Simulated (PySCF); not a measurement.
Dipole moment and polarisability of `CC(C)C(C)(C)C#N`

Species: C7H13N.
Cartesian coordinates in Å at the PBE0-D3(BJ)/def2-SVP level; atoms count from 1:
```
atom  x, y, z in Å
C1     1.5482   -0.7595    0.4135
C2     0.6438    0.1927   -0.3626
C3     1.3459    1.5303   -0.5727
C4    -0.7649    0.3491    0.2897
C5    -1.4597   -1.0126    0.4424
C6    -1.6644    1.2729   -0.5458
C7    -0.6035    0.9418    1.6269
N8    -0.4633    1.4091    2.6771
H9     1.1406   -1.7783    0.4700
H10    1.7102   -0.3984    1.4420
H11    2.5325   -0.8272   -0.0729
H12    0.4426   -0.2522   -1.3546
H13    1.4953    2.0521    0.3864
H14    2.3377    1.3707   -1.0211
H15    0.7883    2.2000   -1.2419
H16   -1.5253   -1.5026   -0.5413
H17   -2.4798   -0.8834    0.8314
H18   -0.9204   -1.6783    1.1283
H19   -1.2761    2.2984   -0.5919
H20   -2.6763    1.3154   -0.1182
H21   -1.7400    0.8807   -1.5717
```

Level: CAM-B3LYP/def2-SVPD (PySCF), static field, nuclei fixed, core orbitals frozen in the response. The polarisability tensor in these axes (au):

```
x   87.54  0.33 -0.13
y    0.33 84.21  2.27
z   -0.13  2.27 88.43
```

Problem. What are the eigenvalues, a third of the trace, and Δα (Δα² = ½Σ(αi − αj)² over the three pairs)?

Solution. Principal values 83.19, 87.56 and 89.42 au; mean 86.73 au = 12.85 Å³ = 14.30 × 10⁻⁴⁰ C²·m²/J; Δα = 5.54 au (6 % of the mean).

Problem. What is the dipole moment, and where does it point?

Solution. (-0.26, -1.65, -3.76) D, 4.11 D in size, pointing from the negative to the positive side. Measured along this direction, the outermost atoms are N8 at the negative end and H12, H16 and H21 at the positive end.

Problem. Along which axes do the principal values lie, and how far do the nuclei extend along each?

Solution. Largest value along (0.01, 0.40, 0.92), where the nuclei span 4.36 Å; middle along (1.00, 0.07, -0.04), 5.04 Å; least along (-0.08, 0.91, -0.40), 4.35 Å. 

Problem. In TDDFT the mean static polarisability is Σ f/ω² over all singlet excitations (ω in hartree). How much of it do the 6 lowest give? Their energies (eV) and oscillator strengths: 7.70, 0.0001; 8.04, 0.0033; 8.05, 0.0044; 8.89, 0.0088; 8.96, 0.0131; 9.22, 0.0168.

Solution. They add up to 0.44 au, 0.5 % of the 86.73 au; the largest single term is 0.15 au, from the state at 9.22 eV. Terms in order: 0.00, 0.04, 0.05, 0.08, 0.12, 0.15 au. Higher excitations give the rest. The strengths listed sum to 0.046.

Problem. What would n − 1 = 2πNα be for an ideal gas of these molecules at 400 K and 1 atm, electronic part alone?

Solution. N = p/kT = 1.8347 × 10¹⁹ cm⁻³, so n − 1 = 2π × N × 12.85 × 10⁻²⁴ cm³ = 1482 × 10⁻⁶ at long wavelengths, for an ideal gas.

Problem. What depolarisation ratio follows for Rayleigh scattering of linearly polarised light, taking the static tensor?

Solution. ρ = 3Δα²/(45ᾱ² + 4Δα²) = 92.2/(338459 + 123.0) = 0.000272.

One conformer (not necessarily the lowest) at the PBE0-D3(BJ)/def2-SVP geometry, without solvent, vibrations or thermal averaging.

These values come from a run that also computed excited states. The run took about 2 min of CPU time (one thread, shared machine).
